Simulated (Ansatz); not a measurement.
Relaxation of CH₁₀B₂Si₂ (15 atoms, charge 0, multiplicity 1), to a largest force component of 0.02 eV/Å in at most 50 steps.

The calculation used RKS B3LYP-D4/def2-SVP in Ansatz 0.2.0.

```xyz
15
Properties=species:S:1:pos:R:3:forces:R:3
B -1.374 -1.067 -0.737 0.25 1.26 -0.10
C -0.382 -0.884 0.442 -0.89 0.96 0.66
Si 1.304 -1.336 -0.167 1.25 0.10 0.99
B -0.328 0.605 1.051 -0.92 -1.98 0.06
Si 0.019 2.179 -0.012 -0.45 1.33 0.60
H -2.329 -1.758 -0.657 -0.32 -0.62 0.06
H -1.274 -0.377 -1.729 0.12 -0.19 -0.02
H -0.625 -1.577 1.237 -0.08 -0.53 0.54
H 2.299 -1.173 0.995 -0.40 -0.13 -0.54
H 1.734 -0.457 -1.240 0.18 0.35 -0.57
H 1.329 -2.733 -0.594 0.04 -0.54 -0.20
H -0.683 0.746 2.205 0.28 -0.20 -0.05
H -0.165 3.405 0.840 0.12 -0.02 -0.20
H 1.369 2.107 -0.480 1.22 0.13 -0.57
H -0.916 2.270 -1.124 -0.39 0.07 -0.66
```

Task: Where does it end, and by what steps?

Result: It converged. The force dipped under the threshold on the way, but the program's further checks kept it going. After 27 steps the energy has fallen by 0.430 eV; H14 moved furthest, 1.23 Å.

```tsv
step	energy less start (eV)	largest force component (eV/Å)	accepted
0	0.0000	1.978	yes
1	-0.2227	1.074	yes
2	-0.3521	0.510	yes
3	-0.3755	0.210	yes
4	-0.3811	0.093	yes
5	-0.3833	0.057	yes
6	-0.3847	0.042	yes
7	-0.3857	0.050	yes
8	-0.3868	0.098	yes
9	-0.3878	0.119	yes
10	-0.3912	0.068	yes
11	-0.3972	0.153	yes
12	-0.3998	0.255	yes
13	-0.4056	0.167	yes
14	-0.4137	0.093	yes
15	-0.4170	0.240	yes
16	-0.4214	0.125	yes
17	-0.4241	0.031	yes
18	-0.4241	0.071	no
19	-0.4254	0.021	yes
20	-0.4270	0.055	yes
21	-0.4279	0.092	yes
22	-0.4290	0.042	yes
23	-0.4295	0.012	yes
24	-0.4299	0.017	yes
25	-0.4300	0.044	yes
26	-0.4301	0.021	yes
27	-0.4302	0.004	yes
```

```xyz
15
Properties=species:S:1:pos:R:3
B -1.486 -0.971 -0.580
C -0.449 -0.912 0.565
Si 1.209 -1.393 -0.282
B -0.193 0.526 1.077
Si 0.082 2.205 -0.029
H -2.356 -1.808 -0.573
H -1.440 -0.189 -1.498
H -0.599 -1.662 1.360
H 2.305 -1.323 0.726
H 1.520 -0.485 -1.417
H 1.109 -2.796 -0.773
H -0.161 0.701 2.275
H -1.077 3.119 0.231
H 1.313 2.911 0.451
H 0.203 2.026 -1.505
```

Time of the run: 2.4 min on 2 threads of Intel(R) Xeon(R) Platinum 8259CL CPU @ 2.50GHz (Skylake/Cascade Lake), on a shared host, peak memory 0.34 GiB.
